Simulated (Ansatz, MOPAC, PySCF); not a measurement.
Dimer: C2H6 (SMILES CC) (first 8 atoms) with H2Se (SMILES [SeH2]); geometry from B3LYP-D3(BJ)/def2-TZVP, rigid monomers moved along the line of their centres of mass till C1···Se9 is 3.31 Å.
(charge 0, multiplicity 1):
```xyz
11

C      0.4827    -0.4523     0.0190
C     -0.4743     0.7128    -0.2151
H      1.3426    -0.1438     0.6175
H      0.8650    -0.8492    -0.9235
H     -0.0128    -1.2724     0.5430
H     -0.8554     1.1088     0.7279
H     -1.3333     0.4054    -0.8147
H      0.0202     1.5320    -0.7406
Se    -0.0114    -0.1295     3.2723
H      0.0737    -0.3077     4.7300
H      0.9772    -1.1936     3.0479
```

Counterpoise-corrected where a basis set is named; no monomer relaxation. Rows marked so take none.

Rows in 3-21G carry no dispersion term and start afresh at each structure; the Pople sets are all-electron and without relativity. The state that PM3, PM6 reach isn't checked.

Programs: Ansatz (a quantum-chemistry and plane-wave program) with Gaussian orbitals; MOPAC for PM3, PM6 (differences of heats of formation); PySCF for 3-21G rows. Each number belongs to the level named beside it.

Question: One of these levels gives 137.6 meV for the interaction energy. Name it.
(A) PM6
(B) PM3
(C) B3LYP/def2-TZVPPD
(D) B3LYP/3-21G (no counterpoise)

Answer: A, PM6. The others give -166.3 (PM3), 43.0 (B3LYP/3-21G (no counterpoise)), 89.1 (B3LYP/def2-TZVPPD)
